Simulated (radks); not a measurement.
The numbers below are computed, except where a source is named.
Coulomb parameter of the 5d shell of the tantalum ion Ta3+ in the model configuration [Xe] 4f14 5d1 6p1, as a second difference U = [E(n + 1) + E(n - 1) - 2 E(n)] / (1)^2 with all orbitals relaxed. "Bare": the charge of the atom changes with n. "Screened": the 6p shell takes up the change at fixed total charge, which measures U(5d,5d) + U(6p,6p) - 2 U(5d,6p). Level of theory: Dirac Kohn-Sham, PBEsol, spin-unpolarised, spherical densities, finite nucleus; open shells are shared between the two j in proportion to 2j + 1; Fermi nuclear charge, rms radius 5.3507 fm (a radial shooting solver on a logarithmic mesh with Libxc functionals).

case,configuration,E - E(n) (eV)
start,[Xe] 4f14 5d1 6p1,0.000
bare +1,[Xe] 4f14 5d2 6p1,-26.892
bare -1,[Xe] 4f14 6p1,38.559
screened +1,[Xe] 4f14 5d2,-9.840
screened -1,[Xe] 4f14 6p2,11.332

U(bare) = 11.667 eV, U(screened by 6p) = 1.492 eV.
